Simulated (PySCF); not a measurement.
## Electronic structure of Si (silicon, neutral) at the UHF level

Configuration: [Ne] 3s2 3p2, high-spin 3P determinant. Computed with PySCF 2.14 in cc-pV(D+d)Z (4s3p2d, 23 functions), with no relativity, point nucleus.

```json
{
  "Total energy": "-288.850226 hartree",
  "One-electron energy": "-400.5890 hartree",
  "Hartree (Coulomb) energy": "132.0440 hartree",
  "Exchange energy": "-20.3052 hartree",
  "Kinetic energy": "288.85480 hartree",
  "⟨S²⟩": "2.0118",
  "⟨L²⟩": "2.035",
  "Sum of ⟨r⟩": "14.43 bohr",
  "Sum of ⟨r²⟩": "31.74 bohr²",
  "Traceless quadrupole moment −½Σ⟨3z² − r²⟩ along its main axis": "3.48 e·bohr²",
  "Density at the nucleus (Gaussians lack the cusp)": "1720 bohr⁻³",
  "Spin density at the nucleus": "-0.0306 bohr⁻³",
  "Langevin diamagnetic susceptibility": "-25.1 ×10⁻⁶ cm³/mol",
  "Time after the integrals": "0.04 s of wall time on 1 thread of Intel(R) Xeon(R) 6975P-C (shared host)"
}
```

```csv
shell,electrons,mean orbital energy (hartree),spread (hartree),"rms radius, mean of both spins (bohr)"
1s α,1,-68.81285,0,0.129
1s β,1,-68.80383,0,0.129
2s α,1,-6.15789,0,0.614
2s β,1,-6.14701,0,0.614
2p α,3,-4.26178,0.00878,0.600
2p β,3,-4.24240,0.01343,0.600
3s α,1,-0.61816,0,2.38
3s β,1,-0.46106,0,2.38
3p α,2,-0.29908,0,2.95
```
